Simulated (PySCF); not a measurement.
boron oxyfluoride (BFO), SMILES O=BF. Atoms are numbered in the order given.

```xyz
3

F      0.0000     0.0000     1.1962
B      0.0000     0.0000    -0.0860
O      0.0000     0.0000    -1.2920
```
Charge 0, spin multiplicity 1.

Coordinates come from a PBE0-D3(BJ)/def2-TZVP optimisation.

These are KT2/pcSseg-2 (PySCF) values and carry that method's errors.

GIAO shieldings, no solvent; atoms alike by connectivity are averaged. δ = σ(ref) − σ: ¹⁹F against CFCl3 (σ = 125.1 ppm); ¹¹B against BF3 (σ = 89.2 ppm); ¹⁷O against H2O (σ = 324.0 ppm), references at their B3LYP-D3(BJ)/def2-TZVP geometries, non-relativistic.

```tsv
atoms	nucleus	count	δ (ppm)
F1	¹⁹F	1	-253.6
B2	¹¹B	1	-7.8
O3	¹⁷O	1	…
```

Some entries are withheld; supply them. (The exact figures need the calculation; the answer reports its results.)


- O3, δ (ppm): 120.9
